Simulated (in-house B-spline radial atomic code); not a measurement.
Computed with a B-spline radial atomic code. Model: two electrons, singlet ground state, non-relativistic, full CI in B-splines with partial waves to l = 8 (at full coupling up to 3e-4 hartree above the limit, correlation up to 0.6 % small), density held at that of full coupling by Lieb maximisation.

Along the adiabatic connection the electron repulsion is scaled by a coupling λ while a local potential keeps the density fixed. At λ = 0 the system is the Kohn-Sham one and W equals the exchange energy; the exchange-correlation energy is the area under W between 0 and 1. The kinetic energy rises with λ as the electrons avoid each other, with dT/dλ = −λ dW/dλ.

Command:
```bash
python run_ac.py task.json out
```
Settings (lengths in bohr, energies in hartree):
```
potential              coulomb
strength               3.71
lmax                   8
wall_radius            7.17
```

Cost of the run: 14 s on 1 thread of Intel(R) Xeon(R) Processor @ 2.30GHz, with other jobs on the host.

**W = mean repulsion less Hartree energy, and W of three functionals.**

Given: confinement point charge; nuclear charge 3.71; hard wall radius 7.17 bohr; external potential -Z/r.

Computed: PBE exchange minus exact 35.083 millihartree; SCAN exchange minus exact -4.4281 millihartree.

| coupling | W xc (hartree) | W xc minus exchange (millihartree) | kinetic minus Kohn-Sham (millihartree) | LDA (PW92) W minus its exchange (millihartree) | PBE W minus its exchange (millihartree) | SCAN W minus its exchange (millihartree) |
| --- | --- | --- | --- | --- | --- | --- |
| 0 | -2.0952 | 0 | 0 | 0 | 0 | 0 |
| 0.02 | -2.0971 | -1.88 | 0 | -13.6 | -1.85 | -1.84 |
| 0.05 | -2.0999 | -4.685 | 0.1 | -28.46 | -4.64 | -4.55 |
| 0.12 | ? | ? | ? | ? | ? | ? |
| 0.25 | -2.1181 | -22.924 | 2.8 | -95.99 | -23.37 | -21.88 |
| 0.4 | ? | ? | ? | ? | ? | ? |
| 0.6 | -2.1482 | -53.034 | 15.6 | -175.29 | -55.22 | -49.87 |
| 0.8 | -2.1645 | -69.283 | 26.9 | -211.21 | -72.62 | -64.79 |
| 1 | -2.1801 | -84.885 | 41 | -242.99 | -89.41 | -79.04 |
| 1.4 | -2.2095 | -114.3 | 76.2 | -297.82 | -121.16 | -105.78 |
| 2 | -2.2496 | -154.39 | 144.1 | -365.35 | -164.58 | -142.14 |
| 3 | -2.3074 | -212.24 | 287.9 | -453.71 | -227.47 | -194.75 |
| 4.5 | -2.3779 | -282.66 | 549.8 | -553.04 | -304.77 | -259.63 |
| 7 | -2.4651 | -369.92 | 1045.2 | -670.39 | -402.89 | -342.32 |
| 10 | -2.5386 | -443.43 | 1663.5 | -768.58 | -489.13 | -414.64 |

Q: What belongs in the row 0.12?

A: W xc (hartree): -2.1064; W xc minus exchange (millihartree): -11.158; kinetic minus Kohn-Sham (millihartree): 0.7; LDA (PW92) W minus its exchange (millihartree): -55.98; PBE W minus its exchange (millihartree): -11.2; SCAN W minus its exchange (millihartree): -10.76.

Q: What belongs in the row 0.4?

A: W xc (hartree): -2.1313; W xc minus exchange (millihartree): -36.1; kinetic minus Kohn-Sham (millihartree): 7.1; LDA (PW92) W minus its exchange (millihartree): -133.45; PBE W minus its exchange (millihartree): -37.22; SCAN W minus its exchange (millihartree): -34.19.

Q: What is the LDA exchange minus exact?

A: 294.21 millihartree.

**Energy parts, natural occupations and partial-wave weights.**

Computed: total energy -11.6006 hartree; correlation energy -0.043919 hartree; kinetic part of the DFT correlation energy 0.040966 hartree; initial slope twice GL2 -0.094235 hartree; Hartree energy 4.1904 hartree; Kohn-Sham kinetic 11.559 hartree; Lieb Oxford ratio E_xc over LDA exchange 1.1877.

```
natural  occupation of the shell (electrons)
      s                               1.9958
      p                            0.0022489
      s                            0.0016476
      d                                    ?
      p                           8.1305e-05
      s                           3.4894e-05
```

Q: What belongs in the row d?

A: occupation of the shell (electrons): 0.00011282.

| wave | weight |
| --- | --- |
| s | 0.99876 |
| p | 0.0011692 |
| d | ? |
| f | 9.1221e-06 |
| g | 2.1455e-06 |

Q: What belongs in the row d?

A: weight: 6.3325e-05.

Q: What is the kinetic part over minus potential part?

A: 0.48261.

Q: What is the exchange energy?

A: -2.0952 hartree.

Half-way to full coupling W has made 53 % of its drop, against 50 % for a straight line, and second-order (GL2) theory, half the initial slope, overshoots the correlation energy by about 7 %: correlation is weak here. Over couplings 0 to 1 the errors in E_xc come to about +192 millihartree for LDA, +33 millihartree for PBE, -1.8 millihartree for SCAN, so SCAN is nearest. In LDA and PBE and SCAN the errors of exchange and correlation have opposite signs, so the sum is smaller than the larger of the two.
